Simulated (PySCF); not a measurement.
From orbital energies to excitation energies

Species: C₄H₈ClFSi₂.
InChI=1S/C4H8ClFSi2/c1-2-3-8(6,7)4-5/h4H2,1,7H3/t8-/m1/s1

Computed, not measured: TDDFT CAM-B3LYP/def2-SVPD, vertical, gas phase, core orbitals frozen in the response in PySCF 2.14.0, density-fitted response routines. The structure is a single GFN2-xTB conformer in the gas phase; no vibrational or solvent corrections. Torsions of this conformer, `[CH3:1][C:2]#[C:3][Si@@:4]([F:5])([SiH3:6])[CH2:7][Cl:8]`: C3–Si4–C7–Cl8 -84°.

Orbital energies (eV): HOMO-3 -10.03, HOMO-2 -9.81, HOMO-1 -9.49, HOMO -9.09, LUMO 0.14, LUMO+1 0.56, LUMO+2 1.01.

Among the lowest singlets, which states do these configurations lead, and at what energies: HOMO→LUMO, HOMO-1→LUMO+1, HOMO-2→LUMO?

| state | leading configuration | weight | Δε (eV) | E (eV) | E − Δε (eV) | f | other configurations |
| --- | --- | --- | --- | --- | --- | --- | --- |
| S1 | HOMO→LUMO | 0.73 | 9.23 | 5.62 | -3.61 | 0.0013 | – |
| S3 | HOMO-1→LUMO+1 | 0.71 | 10.05 | 6.13 | -3.93 | 0.0015 | H-1→L+8 (14%) |
| S4 | HOMO-2→LUMO | 0.62 | 9.95 | 6.52 | -3.43 | 0.0043 | H→L (11%) |

E − Δε runs from -3.93 to -3.43 eV. By orbital difference alone the order would be S1, S4, S3. Δε is the difference of the two orbital energies.

H and L stand for HOMO and LUMO. The other states: S2 6.00 eV, f 0.0016, H-1→L (44%), H→L+1 (31%); S5 7.03 eV, f 0.238, H→L+1 (47%), H-1→L (14%), H-2→L+1 (10%); S6 7.05 eV, f 0.020, H-3→L (59%), H-3→L+4 (12%); S7 7.18 eV, f 0.056, H-4→L (31%), H-2→L+4 (18%), H→L+4 (12%); S8 7.28 eV, f 0.018, H→L+2 (30%), H-4→L (20%), H-2→L (10%).

Triplets, Tamm–Dancoff:

```
state  E (eV)  λ (nm)  main configurations (H = HOMO, L = LUMO)
   T1    4.91   252.6   H-1→L (39%), H→L+1 (17%), H-1→L+6 (10%)
   T2    5.20   238.3                  H→L (60%), H-1→L+1 (10%)
   T3    5.31   233.3                  H→L+1 (36%), H-1→L (25%)
```

Summed over the main configurations (up to three a state, each over 8%) of all 8 singlets, the electron leaves HOMO with weight 2.06, HOMO-1 with weight 1.43, HOMO-2 with weight 1.01 and HOMO-3 with weight 0.71.
